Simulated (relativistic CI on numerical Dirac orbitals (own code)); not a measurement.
# Ge: sensitivity of the levels to the model

Base calculation: Dirac-Coulomb-Breit CI, separate exchange-only KLI orbitals for each configuration, model QED (radiative potential, 1s self-energy scaled to tabulated hydrogen-like ionisation energies), valence Slater integrals scaled by 0.85, P86 correlation energy added to each configuration.

Configurations in the expansion (outside the closed core [Ar] 3d10): 4s2.4p2, 4s2.4p.5s, 4s.4p3, 4s2.4p.5p, 4s2.4p.4d, 4s2.4p.6s, 4s2.4p.6p, 4s2.4p.5d, 4s2.4p.4f, 4s2.4p.7s, 4s2.4p.7p, 4s2.4p.6d, 4s2.4p.5f, 4s2.4p.5g, 4s2.4d2, 4s2.4p.7d, 4p4. Levels of other configurations are missing.

The lowest level and the first level of each name with at least 55 % of one term (blank where a level has no safe partner in the second run):

```csv
Level,Base (cm⁻¹),Shift (cm⁻¹)
4s2.4p2 3P_0,0.0,0.0
4s2.4p2 3P_1,519.0,+15.4
4s2.4p2 3P_2,1310.6,+16.8
4s2.4p2 1D_2,8044.8,-788.8
4s2.4p2 1S_0,13709.6,-1041.8
4s.4p3 5S°_2,37234.4,+2999.2
4s2.4p.5s 3P°_0,39860.1,-664.3
4s2.4p.5s 3P°_1,40135.4,-679.4
4s2.4p.5s 3P°_2,41534.6,-657.9
4s2.4p.5s 1P°_1,42648.8,-768.8
4s2.4p.5p 3D_2,48934.2,-692.5
4s2.4p.5p 3P_0,49463.1,-751.0
4s2.4p.5p 3D_3,50246.5,-664.3
4s2.4p.4d 3D°_1,50459.0,-100.2
```

For a near-neutral ion this model can misplace configurations by up to about 10,000 cm⁻¹ (more where the count of f electrons changes) and terms by 10 to 25 % of their spread. Rates follow the energies as ν³ (E1, M1) or ν⁵ (E2), so they and the lifetimes can be off by large factors. The fine structure of a lone outer electron comes out too small, for d and f at times inverted, and misplaced configurations move strength between like terms. 27 of the 31 excited levels that our extract of the measured tables holds in this range could be paired (the sources list more); they are missed by 1998 cm⁻¹ on average and 4692 at most, and levels without a partner can miss by more.

Problem. One thing was changed in a second run, which moved the levels as shown. Which?
A. Breit term removed
B. configuration mixing switched off
C. no correlation estimate
D. QED terms removed
E. valence Slater integrals scaled by 0.75

Solution. E. Valence Slater integrals scaled by 0.75. Scaling acts on the splittings between terms and on the mixing, and leaves the fine structure of pure LS terms nearly alone; in jj coupling it moves the levels of one term differently.

LS names give the leading component of a level, which can be under half, so a name can repeat, a term be missing and a line seem to break the LS rules.
